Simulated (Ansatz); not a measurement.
FH$_{5}$O$_{3}$Si$_{2}$ (`O[Si](O)(F)O[SiH3]`), relaxed with RKS PBE0-D4/def2-TZVP in Ansatz 0.2.0 from a PBE-D4/def2-SVP geometry. The force threshold is 0.005 eV/Å; the program also tests the step.

The species carries charge 0 and has multiplicity 1.

Start:

```xyz
11

O    -0.407    2.406    0.480
Si   -0.248    0.984   -0.348
O     1.010    1.116   -1.406
F    -1.634    0.675   -1.152
O     0.026   -0.287    0.660
Si    0.271   -1.950    0.621
H    -1.090    2.426    1.171
H     1.047    1.950   -1.906
H     0.444   -2.405    2.040
H     1.502   -2.279   -0.174
H    -0.920   -2.637    0.013
```

Problem. By how much does the energy fall, and how many steps does the optimiser take? (Best estimate.)

Solution. Ansatz gave: 14.38 kJ/mol, in 48 steps, 5 of them rejected.

Problem. Which bonds change most? (Best estimate.)

Solution. Computed: Si2–F4 from 1.632 to 1.588 Å; O5–Si6 from 1.682 to 1.641 Å; Si2–O5 from 1.645 to 1.606 Å; Si2–O3 from 1.649 to 1.618 Å.

Problem. Give the relaxed structure. (An estimate is asked.)

Solution. Ansatz gave: 
```xyz
11

O     0.064    2.225    0.535
Si   -0.435    0.949   -0.335
O     0.516    0.800   -1.636
F    -1.948    1.199   -0.747
O    -0.397   -0.437    0.475
Si    0.332   -1.900    0.615
H    -0.526    2.586    1.197
H     0.767    1.593   -2.109
H    -0.214   -2.555    1.828
H     1.800   -1.730    0.756
H     0.041   -2.732   -0.579
```
